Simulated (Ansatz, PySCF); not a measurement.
H7Si3, SMILES [SiH3][SiH][SiH3] (connectivity only; charge and spin as stated), charge +1, multiplicity 1.

The structure is a stationary point at PBE0-D3(BJ)/def2-SVP. The spin state was assumed, not searched. The isomer is the one that the SMILES or the coordinates give; other isomers of the formula were not compared.

Vertical ionisation energy (IE) and electron affinity (EA) in eV. Rows of orbital energies are one-electron estimates. Where ΔSCF, EOM or ADC give a negative EA the extra electron is unbound and the value depends on the basis.

```tsv
level	IE	EA
−ε(HOMO), −ε(LUMO), HF/def2-TZVPD (PySCF)	15.79	5.55
−ε(HOMO), −ε(LUMO), PBE/def2-TZVPD (PySCF)	12.23	9.71
ΔSCF, CAM-B3LYP/def2-SVPD (Ansatz), final states of multiplicity 2 and 2	15.36	7.08
ΔSCF, PBE/def2-SVPD (Ansatz), final states of multiplicity 2 and 2	15.03	7.10
```

What vertical singlet–triplet gap does ΔSCF give with CAM-B3LYP/def2-SVPD (Ansatz, a first-principles code) and with PBE/def2-SVPD (Ansatz)? (The exact figures need the calculation; the answer reports its results.)

2.52 and 2.26 eV (triplet above singlet where positive).
